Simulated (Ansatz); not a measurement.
Compare A (`F[SiH2]CC[SiH3]`) with its isomer B (`C[SiH]([SiH3])CF`).

Gas-phase electronic energies from Ansatz, PBE0-D4/def2-TZVP geometries. CCSD(T)/CBS is the MP2 limit (def2-TZVPP, def2-QZVPP) plus CCSD(T) − MP2 in def2-TZVPP, frozen cores. Functionals use def2-TZVPP. B3LYP here is the variant with VWN-RPA as its local correlation; programs differ in this. Each species was taken in one conformer, which may not be the lowest.

Question: Which is lower in electronic energy at CCSD(T)/CBS, and by how much? (Best estimate.)

Answer: The calculation gave: A, by 44.8 kcal/mol.

Question: Give E(B) − E(A) in kcal/mol with ωB97M-V, MP2/def2-TZVPP, HF/def2-TZVPP, PBE0-D4, CCSD/def2-TZVPP, PBE-D4, B3LYP. (Estimate.)

Answer: The calculation gave: ωB97M-V 43.8, MP2/def2-TZVPP 47.7, HF/def2-TZVPP 46.0, PBE0-D4 39.6, CCSD/def2-TZVPP 44.6, PBE-D4 37.0, B3LYP 41.1. None reverses the order clearly.

Largest T1 diagnostic: 0.012.

From PBE to PBE0 (25 % exact exchange), in def2-TZVPP and without D4, E(B) − E(A) moves by +2.6 kcal/mol.
